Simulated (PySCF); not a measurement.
# Magnetic susceptibility: SMILES C=C[C@@H]1COCSCO1, C₆H₁₀O₂S

Geometry (Å), atoms numbered from 1 in this order:
```xyz
19

C     2.994   -0.147    0.031
C     1.877   -0.022   -0.659
C     0.507   -0.056   -0.049
C    -0.262   -1.306   -0.526
O    -1.433   -1.570    0.212
C    -2.383   -0.564    0.210
S    -2.074    0.754    1.455
C    -0.868    1.799    0.508
O    -0.214    1.102   -0.480
H     2.992   -0.293    1.099
H     3.960   -0.117   -0.445
H     1.886    0.138   -1.728
H     0.577   -0.073    1.045
H    -0.507   -1.167   -1.589
H     0.360   -2.195   -0.407
H    -2.478   -0.073   -0.765
H    -3.329   -1.012    0.515
H    -1.421    2.601    0.017
H    -0.192    2.211    1.268
```

Method: PySCF 2.14.0, GIAO HF/pcseg-1 magnetisability, rotational g tensor and spin-rotation constants, non-relativistic, gas phase. Geometry: GFN2-xTB.

Problem. How diamagnetic is it, and how anisotropic?

Solution. Isotropic -1514 × 10⁻³⁰ J/T², or -91.2 × 10⁻⁶ cm³/mol; principal values -1654, -1519, -1369 × 10⁻³⁰ J/T², anisotropy 247 × 10⁻³⁰ J/T² (root of half the summed squared differences of the principal values). The susceptibility is in cgs units.

Problem. Split it along the inertial axes a, b, c into diamagnetic and paramagnetic parts about the centre of mass, with the quadrupole moment.

Solution. 
| axis | χ (10⁻⁶ cm³/mol) | diamagnetic (10⁻⁶ cm³/mol) | paramagnetic (10⁻⁶ cm³/mol) | summed x² of all electrons (Å²) | quadrupole Θ (D Å) |
| --- | --- | --- | --- | --- | --- |
| a | -92.3 | -626.5 | 534.2 | 264.5 | +2.60 |
| b | -98.5 | -1296.5 | 1198.0 | 106.5 | -1.54 |
| c | -82.7 | -1573.9 | 1491.2 | 41.1 | -1.06 |

Anisotropies 2χaa − χbb − χcc = -3.4 and 2χbb − χaa − χcc = -21.9 × 10⁻⁶ cm³/mol. Θ is traceless in Buckingham's convention.

Problem. And the rotational g tensor?

Solution. 
```
axis  rotational constant (GHz)        g  nuclear part  electronic part
   a                     2.4035  -0.0227        0.5805          -0.6032
   b                     1.0154  -0.0055        0.5660          -0.5715
   c                     0.8165  -0.0106        0.5614          -0.5720
```
Asymmetric top; isotopes 12C, 1H, 16O, 32S; no vibrational averaging.
